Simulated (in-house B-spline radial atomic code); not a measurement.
Re²⁺. Computed with a B-spline radial atomic code. Model: non-relativistic spherical atom: semilocal Troullier-Martins pseudo-atom, one channel per l, against all electrons, high spin, G0W0 and RPA with empty states to l = 8, local potential for every l without a channel, a model core (radius 0 = none) keeps its share of the functional.

Without relativity these are model numbers for so heavy an element.

What the tables leave out is listed at the end.

The pseudopotential gives back the lowest level of each angular momentum of its own functional in the configuration it was made in; a second state of the same l is only approximately right. Exact exchange, RPA and GW see the smooth pseudo-orbitals and miss the exchange with the core, for which the functional's share stands in. The column with an uncorrelated core keeps all orbitals and exact exchange, and so separates missing core correlation from pseudisation. Only the three outermost levels and the lowest empty one were computed. RPA here is direct RPA, with no exchange kernel, and its energies carry an (l + 1/2)⁻⁴ tail. A hybrid on a potential with a model core restores only its own semilocal share of the core's exchange.

Command:
```bash
python run_psgw.py task.json out
```
Settings (lengths in bohr, energies in hartree):
```
Z                      75
electrons              73
configuration          [Xe] 4f14 5d5
generated_in           [Xe] 4f14 5d5 6s2
functional             pbe,pbe
core_shells            9
radius_factor          0.9
core_correction        False
```

Cost of the run: 67 s on 1 thread of Arm Neoverse N1, with other jobs on the host.

Given: made with PBE; model core radius 0 bohr; local radius 0.972 bohr; mean-field start PBE0.

Valence shells of the generating configuration: 5s, 4f, 5p, 5d, 6s.

Channel: s 0.923, p 1.001, d 1.249, f 1.251 (radii in bohr).

Computed: largest level miss in the spin-unpolarised generating configuration 0.163 eV; valence RPA correlation energy all-electron orbitals -1.8723 hartree; valence RPA correlation energy pseudo -2.5351 hartree; pseudo-atom RPA polarisability 7.7473 bohr³.

```
          level  occupied  mean-field all-electron (eV)  mean-field pseudo minus all (eV)  G0W0 all-electron (eV)  G0W0 uncorrelated core minus all (eV)  G0W0 pseudo minus all (eV)  exchange self-energy all-electron (eV)  exchange self-energy pseudo (eV)
          5d up         1                       -25.016                            -0.385                 -29.444                                 -0.052                      -0.711                                 -29.351                           -28.195
        5p down         1                       -60.018                            -0.226                 -64.945                                 -0.062                       -0.75                                 -38.271                           -33.812
5d down (empty)         0                       -18.039                            -0.301                 -15.057                                 -0.034                      -0.455                                 -10.749                           -9.4492
```

(1) What is the all-electron RPA polarisability, core included?

Given: mean-field start Hartree-Fock.

Computed: valence RPA correlation energy all-electron orbitals -1.6919 hartree; all-electron RPA polarisability, core included 6.0862 bohr³; pseudo-atom RPA polarisability 5.4077 bohr³.

| level | occupied | mean-field all-electron (eV) | mean-field pseudo minus all (eV) | G0W0 all-electron (eV) | G0W0 uncorrelated core minus all (eV) | G0W0 pseudo minus all (eV) | exchange self-energy all-electron (eV) | exchange self-energy pseudo (eV) |
| --- | --- | --- | --- | --- | --- | --- | --- | --- |
| 5d up | 1 | -29.302 | -1.197 | -29.67 | -0.046 | -0.476 | -29.541 | -29.576 |
| 5p down | 1 | -65.206 | -0.248 | -65.299 | -0.05 | -0.36 | -37.821 | -33.972 |
| 6s up (empty) | 0 | -13.488 | -0.025 | -14.574 | 0.004 | -0.036 | -3.5534 | -2.9802 |

(2) What is the valence RPA correlation energy pseudo?

Results:

(1) 8.0611 bohr³.

(2) -2.3593 hartree.

Among the listed levels the largest G0W0 shift of the pseudo-atom is -0.75 eV, for 5p down on the PBE0 start, while leaving the core uncorrelated moves that level by -0.06 eV. So pseudisation and the lost core exchange, not the missing core correlation, make the error. Not in the tables (levels of low weight, unsolved or above zero; the highest and the empty levels are kept at any weight): on PBE, a start not tabulated, the G0W0 levels 5d up (pseudo minus all -1.85 eV, weights 0.84 and 0.19), 5p down (pseudo minus all -0.80 eV, weights 0.83 and 0.84), 5p up (pseudo minus all -0.85 eV, weights 0.03 and 0.05), 5d down (pseudo minus all -0.59 eV, weights 0.81 and 0.76); on PBE0 the G0W0 levels 5p up (pseudo minus all -0.46 eV, weights 0.07 and 0.06).
